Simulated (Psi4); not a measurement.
AlI3, charge +1, doublet, at a GFN2-xTB geometry (such geometries of metal compounds can be far from the true shape) (a state made from the parent by changing its charge; the spin is typed, not shown lowest) (core potentials on I). Base run: HF/def2-SVP run with Psi4.

The Psi4 input:
```
memory 2 GB

molecule {
1 2
Al   -0.00000000   -0.00000000    0.00000000
I    -2.07224778   -1.45191554   -0.05314985
I     0.00664891    2.23940983   -1.17902243
I     2.06559887   -0.78749429    1.23217228
}

set {
  basis def2-svp
  reference uhf
  stability_analysis check
  scf_type pk
}

energy('scf')
print_variables()
```

The bond that is stretched is that between atoms 3 and 1. A test that says stable can miss a lower solution.

Each row names what was changed in the base input (with any setting that the change needs).

```tsv
change	ΔE vs base (kcal/mol)	<S^2>
base	0.000	0.781
stability_analysis = follow; reference = uhf	-10.42	0.758
bond × 1.25	-2.88	0.759
stability_analysis = follow; reference = uhf; bond × 1.25	-2.88	0.759
bond × 1.5	7.55	0.759
stability_analysis = follow; reference = uhf; bond × 1.5	7.55	0.759
bond × 1.8	14.99	0.757
stability_analysis = follow; reference = uhf; bond × 1.8	14.99	0.757
bond × 2.2	21.59	0.756
stability_analysis = follow; reference = uhf; bond × 2.2	18.52	0.756
bond × 3.0	20.89	0.756
stability_analysis = follow; reference = uhf; bond × 3.0	19.87	0.756
```

Psi4 reported an instability in these rows: base; stability_analysis = follow; reference = uhf; bond × 2.2; stability_analysis = follow; reference = uhf; bond × 2.2; bond × 3.0; stability_analysis = follow; reference = uhf; bond × 3.0 (restricted rows aren't judged here).

On stretching, the SCF can end on different states; <S^2> shows the spin contamination of each.
